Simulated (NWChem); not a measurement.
System: C$_{3}$H$_{4}$BCl; SMILES C(#C)B(Cl)C

The following NWChem deck was run.

```
start job
memory heap 200 mb stack 900 mb global 1100 mb
geometry units angstroms noautoz
  B      0.349379     0.064549     0.010233
  C     -0.230138    -1.346570     0.002309
  C     -0.668813    -2.482999    -0.001810
  H     -1.064691    -3.483269    -0.005296
  Cl    -0.794076     1.407573    -0.005684
  C      1.887641     0.328961     0.008618
  H      2.157016     1.384679     0.143681
  H      2.297233    -0.016951    -0.957923
  H      2.388009    -0.284584     0.775705
end
basis spherical
  * library 6-31g*
end
dft
  xc hcth407
  iterations 150
  mulliken
end
task dft energy
```

Coordinates come from a PBE0/def2-SVP optimisation.

Q: Predict the main results of this run. (HCTH/407/6-31G* (spherical d).) Quantities: energy (Ha); highest occupied level (eV); orbital gap (eV); dipole (D).

A: 
```json
{
  "energy (Ha)": "-601.80",
  "highest occupied level (eV)": "-6.91",
  "orbital gap (eV)": "4.33",
  "dipole (D)": "1.82"
}
```
